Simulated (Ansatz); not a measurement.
Coupled-cluster diagnostics for BCl2(SMe) (CH₃BCl₂S), Ansatz.

Geometry of the singlet (PBE0-D4/def2-SVP):

```xyz
8

B     0.887    0.979    0.764
Cl    0.009    2.150   -0.205
Cl    2.107    1.532    1.896
S     0.599   -0.776    0.659
C    -0.704   -0.933   -0.592
H    -1.609   -0.394   -0.283
H    -0.926   -2.005   -0.674
H    -0.363   -0.554   -1.564
```

Correlated methods freeze 17 core orbitals.

Estimate the CCSD(T) correlation energy, the shares of MP2 and (T), T1 and the reference's ⟨S²⟩ for: charge 0, singlet, own geometry in def2-TZVPP; and the rough time on 4 threads of Arm Neoverse V2 on a shared host.


```json
{"state": "charge 0, singlet, own geometry", "basis": "def2-TZVPP", "correlation (eV)": "-25.172", "MP2 share (%)": "89.5", "(T) share (%)": "4.5", "T1": "0.012", "⟨S²⟩ (pure)": "0.00 (0.00)", "wall time": "3.7 min"}
```
Customary marks for T1 are 0.02 (closed shells), 0.045 (open shells) and about 0.05 (3d metals). T1 stays under 0.02 throughout.
